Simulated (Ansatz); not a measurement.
F7Re, triplet, at the geometry of the source list (the multiplicity is a formal guess) (core potentials on Re); PBE/def2-SVP run with Ansatz (a program for electronic structure).

The Ansatz input:
Ansatz 0.2 input:
```yaml
crystal:
  periodic: [false, false, false]
  atoms:
    - {symbol: Re, position_ang: [0.00050000, -0.00140000, 0.00030000]}
    - {symbol: F, position_ang: [0.26200000, 1.80430000, -0.29170000]}
    - {symbol: F, position_ang: [0.05720000, -0.29570000, -1.74490000]}
    - {symbol: F, position_ang: [-0.05930000, 0.30130000, 1.74380000]}
    - {symbol: F, position_ang: [-1.65690000, 0.79580000, -0.17850000]}
    - {symbol: F, position_ang: [0.86200000, -1.60200000, 0.33690000]}
    - {symbol: F, position_ang: [-1.28670000, -1.31900000, 0.15370000]}
    - {symbol: F, position_ang: [1.82110000, 0.31670000, -0.01970000]}
basis:
  gaussian:
    orbitals: def2-SVP
hamiltonian:
  xc: pbe
magnetization: {spin_polarized: true, initial_magnetization: 2}
```

The log (banner, timings and long lists left out):

```
Functional definition: PBE
1333 factors; their error is unknown
mean field evaluation 1: about -21107.7281 eV, gradient 5.7e1 eV
mean field evaluation 2: about -20991.7659 eV, gradient 1.9e2 eV
mean field evaluation 4: about -21116.4518 eV, gradient 2.3e1 eV
mean field evaluation 8: about -21118.2020 eV, gradient 7.5e0 eV
mean field evaluation 16: about -21118.4220 eV, gradient 2.1e0 eV
mean field evaluation 32: about -21118.3418 eV, gradient 1.5e0 eV
mean field evaluation 64: about -21118.3503 eV, gradient 8.8e-4 eV
mean field evaluation 96: about -21117.3809 eV, gradient 2.3e-1 eV
mean field evaluation 128: about -21118.3502 eV, gradient 2.4e-3 eV
mean field evaluation 160: about -21117.1014 eV, gradient 5.3e0 eV
mean field -21118.35031678 eV, -776.0850596096 hartree, gradient 1.5e-6 eV, S^2 2.002348; 12 other end points of the search recorded, 0 dependent functions left out
reference -21118.35038082 eV, -776.0850619633 hartree; 40, 38 occupied and 90, 92 virtual orbitals, 1333 factors
Total energy: -21118.35038082 eV, -776.0850619633 hartree
```
